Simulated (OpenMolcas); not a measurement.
Al2+: RASPT2 settings compared

```json
{"Program": "OpenMolcas 26.06", "Basis": "ANO-R3 [6s5p4d2f1g]", "Scalar Hamiltonian": "X2C, finite nucleus", "Active space": "1 electron in 9 orbitals (RAS2 3s 3p; RAS3 3d, at most 1 electron)", "State averaging": "2S+1 = 2 even, 1 root; 2S+1 = 2 odd, 3 roots", "Spin-orbit coupling": "state interaction with AMFI integrals over the reference wave functions, term energies averaged over their components"}
```

Methods on the same reference wave functions:
A. RASSCF
B. SS-RASPT2, IPEA 0.15 Eh, real shift 0.3 Eh (closed shells correlated: 2s 2p)
C. SS-RASPT2, IPEA 0.1 Eh, sigma1 regulariser 0.15 Eh (closed shells correlated: 2s 2p)
D. XMS-RASPT2, IPEA 0.75 Eh, no level shift (closed shells correlated: 2s 2p)

Energies in cm⁻¹ above 3s ²S_1/2, the measured ground level; measured values from NIST levels in Kelleher and Podobedova, J. Phys. Chem. Ref. Data 37, 709 (2008).

```tsv
Level	A	B	C	D	Measured
3s ²S_1/2	0.0	0.0	0.0	0.0	0.0
3p ²P°_1/2	52881	53733	53737	53618	53683
3p ²P°_3/2	53074	53926	53930	53811	53917
```

Deviations, from unrounded energies. A percentage is the sum of absolute deviations over the sum of measured energies, with the sign that they share, or ± where signs differ.

| Against measurement | Levels | A | B | C | D |
| --- | --- | --- | --- | --- | --- |
| mean absolute deviation (cm-1) | 2 | 820 | 30 | 34 | 85 |
| other configurations (%) | 2 | -1.5 | +0.1 | +0.1 | -0.2 |

B, C lie about equally close to measurement and A furthest from it. The largest miss of B in the table is 3p ²P°_1/2, by +50 cm-1. The ranking rests on the paired levels alone, and a cruder setting can come out closer through cancelling errors.

Among B to D the level of the table that moves most is 3p ²P°_1/2, by 120 cm-1 (lowest in D, highest in C).

The lowest spin-free term lies below A's lowest term by 0.264 hartree in B, 0.265 hartree in C, 0.264 hartree in D.

With one active electron outside closed inactive shells, the extra shells (3d) add no correlation to the reference. With one active electron the reference holds no correlation, so core polarisation is missing (holds for A). With one active electron, CASPT2 adds the correlation within the correlated inactive shells and between them and that electron, and leaves the splitting within a term as the reference gives it (holds for B; C; D). Computed and measured levels are paired by configuration, term and J; levels that our copy of the source lacks, or whose pairing is in doubt (as where it misses far off the trend of its configuration), stay unpaired and out of the deviations. Levels of configurations outside the active space are missing.

° marks odd parity.
